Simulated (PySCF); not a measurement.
SMILES s1c(C)ccc1C(=O)C (GFN2-xTB optimised geometry):

```
17

C     -0.757    -2.987     0.003
C     -1.364    -1.602    -0.001
O     -2.563    -1.415    -0.007
C     -0.415    -0.499     0.000
C      0.958    -0.499     0.000
C      1.505     0.793     0.000
C      0.559     1.780     0.000
C      0.778     3.249     0.010
S     -1.038     1.126     0.000
H     -1.553    -3.727     0.002
H     -0.134    -3.122    -0.878
H     -0.140    -3.118     0.889
H      1.554    -1.393     0.000
H      2.563     0.991    -0.001
H      1.835     3.473    -0.115
H      0.439     3.679     0.952
H      0.216     3.727    -0.792
```

Level of theory: B3LYP/def2-SVP run with PySCF 2.14.0.

Q: What are the frontier orbital energies and the dipole moment?

A: HOMO-2 -7.18 eV, HOMO-1 -6.85 eV, HOMO -6.60 eV, LUMO -1.69 eV, LUMO+1 0.60 eV; dipole moment 3.74 D.

Meta-Löwdin charges at B3LYP/def2-SVP: C1 -0.33, C2 0.35, O3 -0.42, C4 -0.16, C5 -0.11, C6 -0.15, C7 -0.07, C8 -0.29, S9 0.27, H10 0.12, H11 0.11, H12 0.11, H13 0.11, H14 0.11, H15 0.11, H16 0.11, H17 0.11.
